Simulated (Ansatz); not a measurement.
`CN(C)c1ccc(C#Cc2ccc(C#Cc3ccc(C#CC#N)cc3)cc2)cc1`. Charge 0, multiplicity 1. Geometry r2SCAN-D4/def2-SVP, basis def2-TZVP, Ansatz.

```tsv
atom	x (Å)	y (Å)	z (Å)
C1	-3.979	5.046	6.999
N2	-4.062	5.295	5.577
C3	-4.901	6.362	5.078
C4	-3.411	4.464	4.695
C5	-3.508	4.656	3.292
C6	-2.844	3.817	2.407
C7	-2.049	2.743	2.863
C8	-1.374	1.886	1.952
C9	-0.792	1.147	1.166
C10	-0.132	0.277	0.254
C11	-0.772	-0.890	-0.221
C12	-0.131	-1.742	-1.112
C13	1.177	-1.458	-1.563
C14	1.833	-2.330	-2.476
C15	2.394	-3.084	-3.262
C16	3.044	-3.960	-4.173
C17	3.819	-5.045	-3.702
C18	4.452	-5.903	-4.591
C19	4.331	-5.704	-5.985
C20	4.975	-6.578	-6.893
C21	5.533	-7.337	-7.680
C22	6.153	-8.180	-8.555
N23	6.686	-8.904	-9.307
C24	3.557	-4.620	-6.461
C25	2.925	-3.764	-5.569
C26	1.819	-0.291	-1.093
C27	1.175	0.560	-0.202
C28	-1.957	2.548	4.258
C29	-2.617	3.381	5.152
H30	-4.396	4.058	7.276
H31	-4.548	5.815	7.535
H32	-2.936	5.083	7.362
H33	-5.743	5.983	4.469
H34	-5.320	6.919	5.925
H35	-4.331	7.075	4.455
H36	-4.111	5.470	2.887
H37	-2.935	3.991	1.331
H38	-1.784	-1.117	0.125
H39	-0.635	-2.643	-1.471
H40	3.914	-5.201	-2.625
H41	5.049	-6.739	-4.219
H42	3.460	-4.463	-7.538
H43	2.327	-2.928	-5.939
H44	2.831	-0.064	-1.438
H45	1.679	1.460	0.159
H46	-1.350	1.723	4.639
H47	-2.513	3.185	6.220
```

```json
{"run": "A", "HOMO (eV)": "-4.65", "LUMO (eV)": "-3.06"}
{"run": "B", "HOMO (eV)": "-4.86", "LUMO (eV)": "-3.09"}
{"run": "C", "HOMO (eV)": "-5.74", "LUMO (eV)": "-2.45"}
{"run": "D", "HOMO (eV)": "-5.63", "LUMO (eV)": "-2.47"}
{"run": "E", "HOMO (eV)": "-4.73", "LUMO (eV)": "-3.15"}
```

Single mean-field runs in def2-TZVP are fitted with def2-universal-jkfit.

Q: The runs used PBE, PBE0, r2SCAN, r2SCAN0, revPBE. Estimate which is which.

A: A revPBE (0 % exact exchange); B r2SCAN (0 % exact exchange); C r2SCAN0 (25 % exact exchange); D PBE0 (25 % exact exchange); E PBE (0 % exact exchange). Exact exchange lowers occupied and raises empty levels; among semilocal functionals meta-GGAs tend to open the gap a little, and such runs are hard to tell apart. The gap grows from 1.58 eV (PBE) to 3.29 eV (r2SCAN0).
